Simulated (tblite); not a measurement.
A geometry optimisation, step by step.

Compound: C8H7BF2.
SMILES with atom numbers: `[CH2:1]=[CH:2][c:3]1[cH:4][cH:5][cH:6][c:7]([B:8]([F:9])[F:10])[cH:11]1` (hydrogens: H12, H13 on C1; H14 on C2; H15 on C4; H16 on C5; H17 on C6; H18 on C11)

Computed with GFN2-xTB (tblite), gas phase: L-BFGS steps from a force-field or distance-geometry start until the largest atomic force falls under 0.01 eV/Å. 9 of its 62 geometries are shown.

Step 0: E = -855.1830 eV, largest atomic force 3.626 eV/Å
```
atom  x, y, z in Å  |  force x, y, z in eV/Å
C1     -3.224   -0.037   -0.517   -1.599   0.322  -0.032
C2     -2.108   -0.718   -0.552    0.996  -0.048   0.176
C3     -0.783   -0.109   -0.356   -0.505  -0.538  -0.281
C4     -0.621    1.256   -0.152   -0.297   0.565   0.225
C5      0.626    1.813    0.035    0.034   0.142  -0.095
C6      1.725    0.986   -0.025    0.855   0.579   0.288
C7      1.609   -0.378   -0.241    1.128  -0.704   0.117
B8      2.884   -1.310   -0.287    1.320  -1.032  -0.429
F9      4.140   -0.949    0.338   -2.948  -1.234  -1.714
F10     2.760   -2.537   -1.049    0.839   2.700   2.007
C11     0.344   -0.917   -0.406   -0.043  -0.387  -0.112
H12    -3.288    1.030   -0.356   -0.015  -0.195  -0.037
H13    -4.173   -0.556   -0.649    0.232   0.311   0.028
H14    -2.176   -1.784   -0.711    0.365  -0.035  -0.006
H15    -1.470    1.930   -0.098    0.027  -0.268  -0.073
H16     0.738    2.884    0.209   -0.025  -0.378  -0.066
H17     2.723    1.387    0.109   -0.083   0.078   0.010
H18     0.286   -1.986   -0.569   -0.280   0.123  -0.006
```

Step 8: E = -855.8713 eV, largest atomic force 0.155 eV/Å
```
atom  x, y, z in Å  |  force x, y, z in eV/Å
C1     -3.258   -0.042   -0.517   -0.020  -0.037  -0.009
C2     -2.108   -0.705   -0.543   -0.073   0.035   0.005
C3     -0.791   -0.111   -0.364    0.024   0.013   0.009
C4     -0.617    1.256   -0.143   -0.021   0.039   0.012
C5      0.639    1.800    0.031    0.032   0.018   0.017
C6      1.760    0.995   -0.006    0.030  -0.093  -0.007
C7      1.624   -0.379   -0.232    0.120  -0.094  -0.029
B8      2.869   -1.307   -0.309    0.000  -0.022  -0.001
F9      4.035   -1.028    0.244    0.011   0.067  -0.035
F10     2.851   -2.462   -0.949   -0.005  -0.076   0.033
C11     0.345   -0.913   -0.411    0.080   0.013   0.005
H12    -3.309    1.020   -0.360   -0.061   0.005   0.001
H13    -4.198   -0.544   -0.652   -0.062  -0.033  -0.015
H14    -2.121   -1.775   -0.708    0.064  -0.017   0.002
H15    -1.475    1.906   -0.104   -0.044   0.048   0.000
H16     0.743    2.859    0.202    0.011   0.094   0.008
H17     2.747    1.414    0.120   -0.039  -0.011   0.029
H18     0.253   -1.978   -0.576   -0.049   0.051  -0.026
```

Step 15: E = -855.8852 eV, largest atomic force 0.152 eV/Å
```
atom  x, y, z in Å  |  force x, y, z in eV/Å
C1     -3.273   -0.061   -0.521   -0.038   0.062   0.017
C2     -2.105   -0.692   -0.537   -0.090  -0.047  -0.032
C3     -0.787   -0.089   -0.358   -0.119  -0.030  -0.017
C4     -0.617    1.279   -0.134    0.009  -0.058  -0.043
C5      0.649    1.802    0.036    0.011   0.021   0.016
C6      1.762    0.983   -0.002    0.026  -0.028   0.010
C7      1.632   -0.390   -0.242   -0.027  -0.013  -0.009
B8      2.876   -1.321   -0.317   -0.014   0.025   0.023
F9      4.049   -0.998    0.200    0.010   0.025  -0.051
F10     2.863   -2.508   -0.899   -0.038   0.019   0.057
C11     0.344   -0.901   -0.419   -0.070   0.015  -0.011
H12    -3.357    1.001   -0.362    0.009   0.015   0.001
H13    -4.213   -0.571   -0.662    0.138  -0.064  -0.001
H14    -2.091   -1.761   -0.703    0.011  -0.022   0.000
H15    -1.476    1.932   -0.102    0.058  -0.017   0.019
H16     0.767    2.860    0.202    0.042   0.089   0.032
H17     2.744    1.402    0.143    0.066   0.007   0.003
H18     0.223   -1.960   -0.600    0.016   0.003  -0.016
```

Step 23: E = -855.8976 eV, largest atomic force 0.106 eV/Å
```
atom  x, y, z in Å  |  force x, y, z in eV/Å
C1     -3.289   -0.073   -0.523    0.017   0.002  -0.009
C2     -2.108   -0.681   -0.542   -0.004  -0.008  -0.020
C3     -0.793   -0.070   -0.367   -0.052  -0.019   0.002
C4     -0.602    1.294   -0.134   -0.031  -0.033   0.000
C5      0.669    1.807    0.046   -0.037  -0.015   0.000
C6      1.771    0.975    0.008    0.011  -0.012  -0.003
C7      1.621   -0.393   -0.246   -0.002  -0.020   0.000
B8      2.865   -1.320   -0.312    0.021   0.003  -0.010
F9      4.057   -0.942    0.113    0.020  -0.004  -0.031
F10     2.840   -2.547   -0.802   -0.028  -0.011   0.040
C11     0.331   -0.891   -0.436   -0.015   0.012  -0.005
H12    -3.403    0.988   -0.365    0.000  -0.080  -0.021
H13    -4.198   -0.635   -0.672    0.046   0.089   0.036
H14    -2.080   -1.754   -0.702    0.010   0.053  -0.008
H15    -1.451    1.957   -0.089   -0.017   0.000  -0.002
H16     0.802    2.864    0.220   -0.009   0.026   0.022
H17     2.761    1.373    0.164    0.032   0.020   0.000
H18     0.200   -1.945   -0.635    0.039  -0.003   0.009
```

Step 30: E = -855.9040 eV, largest atomic force 0.089 eV/Å
```
atom  x, y, z in Å  |  force x, y, z in eV/Å
C1     -3.287   -0.074   -0.531   -0.019  -0.005   0.018
C2     -2.107   -0.682   -0.562    0.013   0.026   0.035
C3     -0.795   -0.070   -0.378    0.031   0.002  -0.020
C4     -0.604    1.292   -0.130    0.004  -0.011  -0.002
C5      0.668    1.805    0.059   -0.027   0.021   0.012
C6      1.775    0.977    0.013   -0.045   0.044  -0.003
C7      1.622   -0.389   -0.246    0.014   0.035  -0.008
B8      2.861   -1.317   -0.312    0.013  -0.034   0.007
F9      4.076   -0.918    0.019    0.014  -0.020  -0.031
F10     2.797   -2.578   -0.701    0.025  -0.032   0.016
C11     0.333   -0.886   -0.443    0.016  -0.003   0.007
H12    -3.412    0.984   -0.377    0.088   0.007   0.010
H13    -4.202   -0.627   -0.653   -0.004  -0.042  -0.041
H14    -2.069   -1.754   -0.723   -0.046   0.040  -0.005
H15    -1.455    1.956   -0.083    0.037  -0.036   0.001
H16     0.795    2.861    0.250   -0.004  -0.014   0.000
H17     2.770    1.370    0.167   -0.057   0.032   0.006
H18     0.223   -1.942   -0.645   -0.052  -0.011  -0.002
```

Step 38: E = -855.9099 eV, largest atomic force 0.035 eV/Å
```
atom  x, y, z in Å  |  force x, y, z in eV/Å
C1     -3.280   -0.072   -0.531    0.003   0.009  -0.011
C2     -2.102   -0.682   -0.572    0.008  -0.010   0.009
C3     -0.790   -0.072   -0.387    0.010  -0.003  -0.003
C4     -0.608    1.289   -0.127   -0.002  -0.008   0.004
C5      0.660    1.806    0.072   -0.016   0.000  -0.005
C6      1.770    0.984    0.015   -0.015   0.024   0.001
C7      1.628   -0.383   -0.252    0.007   0.025   0.001
B8      2.862   -1.323   -0.314    0.006  -0.008   0.002
F9      4.099   -0.914   -0.090   -0.016   0.009  -0.009
F10     2.771   -2.613   -0.589    0.000   0.007   0.003
C11     0.340   -0.885   -0.450    0.013   0.004   0.018
H12    -3.386    0.988   -0.378   -0.005   0.009   0.029
H13    -4.196   -0.624   -0.655   -0.004   0.015  -0.031
H14    -2.074   -1.750   -0.744    0.006  -0.017   0.009
H15    -1.462    1.946   -0.077    0.016  -0.010   0.005
H16     0.780    2.860    0.280    0.003  -0.023  -0.014
H17     2.757    1.393    0.175   -0.003  -0.027  -0.002
H18     0.225   -1.941   -0.651   -0.010   0.005  -0.004
```

Step 46: E = -855.9110 eV, largest atomic force 0.024 eV/Å
```
atom  x, y, z in Å  |  force x, y, z in eV/Å
C1     -3.276   -0.069   -0.534   -0.007   0.001   0.003
C2     -2.102   -0.686   -0.569    0.006  -0.002   0.003
C3     -0.790   -0.076   -0.381    0.010   0.010   0.009
C4     -0.610    1.284   -0.125    0.004   0.012   0.016
C5      0.656    1.805    0.072    0.004   0.005  -0.005
C6      1.768    0.985    0.013   -0.003   0.013   0.010
C7      1.628   -0.382   -0.251   -0.002   0.012   0.005
B8      2.862   -1.321   -0.314    0.011  -0.011  -0.004
F9      4.101   -0.909   -0.111   -0.016   0.003  -0.006
F10     2.767   -2.615   -0.571    0.009   0.009   0.003
C11     0.341   -0.887   -0.447   -0.001  -0.005   0.006
H12    -3.377    0.989   -0.361   -0.003   0.010  -0.005
H13    -4.195   -0.609   -0.679   -0.009  -0.005  -0.004
H14    -2.074   -1.754   -0.744   -0.010  -0.010  -0.019
H15    -1.465    1.940   -0.073    0.005  -0.001   0.003
H16     0.775    2.860    0.276    0.004  -0.019  -0.010
H17     2.755    1.391    0.174    0.000   0.001  -0.007
H18     0.226   -1.941   -0.651   -0.002  -0.023   0.002
```

Step 53: E = -855.9114 eV, largest atomic force 0.015 eV/Å
```
atom  x, y, z in Å  |  force x, y, z in eV/Å
C1     -3.277   -0.068   -0.536   -0.002   0.003  -0.008
C2     -2.103   -0.686   -0.569    0.005   0.005  -0.011
C3     -0.791   -0.079   -0.373    0.002   0.012  -0.002
C4     -0.610    1.282   -0.117    0.006   0.008  -0.004
C5      0.656    1.804    0.073    0.005  -0.005   0.006
C6      1.768    0.985    0.015   -0.001  -0.002  -0.010
C7      1.628   -0.383   -0.248   -0.002  -0.002   0.008
B8      2.862   -1.320   -0.316    0.002   0.005   0.007
F9      4.101   -0.899   -0.135    0.013   0.004  -0.002
F10     2.770   -2.618   -0.552    0.003  -0.005  -0.006
C11     0.340   -0.889   -0.441   -0.005   0.004   0.005
H12    -3.378    0.989   -0.358    0.000   0.003   0.006
H13    -4.196   -0.605   -0.692   -0.001  -0.005   0.001
H14    -2.077   -1.753   -0.756   -0.003   0.000   0.001
H15    -1.464    1.940   -0.067   -0.001  -0.010   0.006
H16     0.778    2.860    0.271   -0.008  -0.013  -0.001
H17     2.756    1.392    0.171   -0.006  -0.004  -0.007
H18     0.227   -1.944   -0.648   -0.006   0.001   0.011
```

Step 61: E = -855.9117 eV, largest atomic force 0.009 eV/Å
```
atom  x, y, z in Å  |  force x, y, z in eV/Å
C1     -3.277   -0.064   -0.540    0.002  -0.002   0.003
C2     -2.104   -0.684   -0.573    0.003  -0.001   0.002
C3     -0.792   -0.081   -0.369    0.002   0.003   0.003
C4     -0.611    1.280   -0.112    0.005   0.004  -0.007
C5      0.656    1.802    0.073    0.002   0.001   0.006
C6      1.768    0.983    0.013   -0.003  -0.001  -0.006
C7      1.627   -0.386   -0.242   -0.003   0.000  -0.003
B8      2.865   -1.319   -0.314   -0.001  -0.001  -0.001
F9      4.104   -0.893   -0.139   -0.005   0.000   0.000
F10     2.778   -2.616   -0.556    0.002   0.003   0.001
C11     0.339   -0.892   -0.432   -0.002   0.001  -0.001
H12    -3.378    0.991   -0.353   -0.002  -0.001  -0.001
H13    -4.196   -0.601   -0.701    0.000   0.003  -0.003
H14    -2.080   -1.750   -0.765    0.002  -0.002  -0.002
H15    -1.465    1.936   -0.059    0.005  -0.002  -0.002
H16     0.777    2.858    0.266    0.000  -0.001   0.007
H17     2.757    1.391    0.161   -0.007  -0.003  -0.002
H18     0.223   -1.948   -0.634    0.001  -0.001   0.007
```

Problem. Summarise the path.

Solution. The energy falls by 0.7287 eV from step 0 to step 61; nine tenths of that is first reached at step 5. It falls at every step. The largest force goes from 3.626 to 0.009 eV/Å. Among the bonds B8–F10 changes most (a near tie, within 0.001 Å, with another), from 1.450 to 1.322 Å; the atoms move by 0.174 Å rms after alignment.

Problem. Follow the three bonds and two angles with the largest change from start to end.

Solution. 
| step | E above end (eV) | largest force (eV/Å) | B8–F10 (Å) | B8–F9 (Å) | C7–B8 (Å) | F9–B8–F10 (°) | C7–B8–F10 (°) |
| --- | --- | --- | --- | --- | --- | --- | --- |
| 0 | 0.7287 | 3.626 | 1.450 | 1.449 | 1.580 | 120.8 | 116.5 |
| 3 | 0.1080 | 0.671 | 1.328 | 1.327 | 1.566 | 119.8 | 118.0 |
| 5 | 0.0515 | 0.231 | 1.320 | 1.319 | 1.540 | 114.2 | 121.5 |
| 8 | 0.0404 | 0.155 | 1.321 | 1.320 | 1.554 | 113.5 | 122.4 |
| 11 | 0.0339 | 0.089 | 1.322 | 1.321 | 1.555 | 113.7 | 122.9 |
| 13 | 0.0310 | 0.137 | 1.322 | 1.321 | 1.554 | 113.7 | 123.2 |
| 16 | 0.0241 | 0.126 | 1.322 | 1.322 | 1.557 | 113.5 | 123.5 |
| 19 | 0.0180 | 0.095 | 1.321 | 1.322 | 1.556 | 113.3 | 123.6 |
| 21 | 0.0161 | 0.084 | 1.321 | 1.322 | 1.554 | 113.4 | 123.7 |
| 24 | 0.0133 | 0.077 | 1.321 | 1.322 | 1.551 | 113.9 | 123.7 |
| 27 | 0.0115 | 0.102 | 1.321 | 1.322 | 1.550 | 114.0 | 123.6 |
| 29 | 0.0090 | 0.100 | 1.321 | 1.322 | 1.549 | 114.0 | 123.2 |
| 32 | 0.0058 | 0.091 | 1.321 | 1.321 | 1.551 | 113.9 | 123.1 |
| 34 | 0.0040 | 0.079 | 1.322 | 1.321 | 1.552 | 113.7 | 123.1 |
| 37 | 0.0023 | 0.050 | 1.322 | 1.322 | 1.552 | 113.7 | 123.0 |
| 40 | 0.0016 | 0.034 | 1.322 | 1.321 | 1.552 | 113.7 | 123.0 |
| 42 | 0.0013 | 0.025 | 1.322 | 1.321 | 1.552 | 113.7 | 123.0 |
| 45 | 0.0009 | 0.033 | 1.322 | 1.321 | 1.552 | 113.7 | 122.9 |
| 48 | 0.0006 | 0.018 | 1.322 | 1.322 | 1.552 | 113.7 | 122.9 |
| 50 | 0.0005 | 0.023 | 1.322 | 1.321 | 1.552 | 113.8 | 122.9 |
| 53 | 0.0003 | 0.015 | 1.322 | 1.321 | 1.551 | 113.8 | 123.0 |
| 56 | 0.0002 | 0.022 | 1.322 | 1.321 | 1.551 | 113.7 | 123.0 |
| 58 | 0.0001 | 0.019 | 1.322 | 1.322 | 1.552 | 113.7 | 123.1 |
| 61 | 0.0000 | 0.009 | 1.322 | 1.322 | 1.552 | 113.7 | 123.1 |

What follows is the cost of the whole relaxation. Time: 1.3 s. Hardware: one thread of an Intel Xeon at 2.50 GHz, on a shared host.
